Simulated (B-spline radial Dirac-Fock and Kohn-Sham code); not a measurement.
K-line shifts caused by a second vacancy in Mg²⁺

System: the Mg²⁺ ion, configuration [He] 2s2 2p6.

Level of theory: multi-electron Dirac-Fock with separately optimised hole states, Breit and Lamb-shift corrections added in first order; a radial finite-basis atomic code. Each two-hole energy is an average over J within one jj subconfiguration, not an observable level; in light atoms, where LS coupling holds, the j-resolved values are not observed lines, and for a K spectator the Kα1 hypersatellite is nearly forbidden. Correlation energy is missing from these numbers.

Lines without a spectator: Kα2 (K-L2) 1255.2 eV, Kα1 (K-L3) 1255.5 eV. Shifts in eV with one spectator hole (a dash: not computed, or left out as unreliable):

| spectator hole | Kα2 | Kα1 |
| --- | --- | --- |
| K (1s) | +119.0 | +119.1 |
| L2 (2p1/2) | +7.30 | +9.26 |
| L3 (2p3/2) | +9.11 | +8.51 |

With n spectator holes in 2p, averaged over the 2p shell (energies in eV):

| n | KαLⁿ | step | hypersatellite KαʰLⁿ |
| --- | --- | --- | --- |
| 0 | 1255.4 | – | 1374.5 |
| 1 | 1264.2 | +8.8 | 1384.8 |
| 2 | 1274.6 | +10.4 | 1396.7 |
| 3 | 1286.5 | +11.9 | 1410.1 |
| 4 | 1299.9 | +13.4 | 1424.9 |
| 5 | 1314.9 | +14.9 | 1441.1 |
